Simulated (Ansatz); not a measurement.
## Worked example: vertical ionisation energy of CsF (SMILES [F][Cs])

The species is CsF (2 atoms), meant as a singlet with charge 0. SMILES: `[F][Cs]`. The bond length is the measured one.

```xyz
2

F     0.0000    0.0000    0.0000
Cs    0.0000    0.0000    2.3454
```

Both states at this one shape; open shells run unrestricted unless said. 1 Eh = 27.2114 eV.

| level | program | singlet CsF (Eh) | doublet CsF+ (Eh) | HOMO of the first (eV) |
| --- | --- | --- | --- | --- |
| HF/3-21G | Ansatz | -7628.930832 | -7628.771232 | -6.47 |
| revPBE/def2-TZVPP (core potential) | Ansatz | -120.096192 | -119.750617 | -4.75 |
| B2PLYP/def2-TZVPP (core potential), 1 core orbital frozen | Ansatz | -119.975168 | -119.630502 | -8.16 |

**Question.** Work out the vertical ionisation energy at each level.

**Answer.** 
1. HF/3-21G: -7628.771232 − (-7628.930832) = 0.159600 Eh = 4.34 eV; −ε(HOMO) = 6.47 eV.
2. revPBE/def2-TZVPP (core potential): -119.750617 − (-120.096192) = 0.345575 Eh = 9.40 eV; −ε(HOMO) = 4.75 eV.
3. B2PLYP/def2-TZVPP (core potential): -119.630502 − (-119.975168) = 0.344666 Eh = 9.38 eV; −ε(HOMO) = 8.16 eV.

No measured value is set beside it here; the levels span 4.34 to 9.40 eV. In Hartree–Fock, −ε(HOMO) (Koopmans) exceeds the difference of totals by the orbital relaxation of the ion. In semi-local functionals −ε(HOMO) lies far under the ionisation energy, a result of self-interaction, while the difference of totals does much better. Hartree–Fock favours the state with fewer electron pairs, since it lacks pair correlation. Spin-orbit coupling, which splits open shells on such heavy atoms by tenths of an eV, is left out. All-electron rows are non-relativistic unless named.
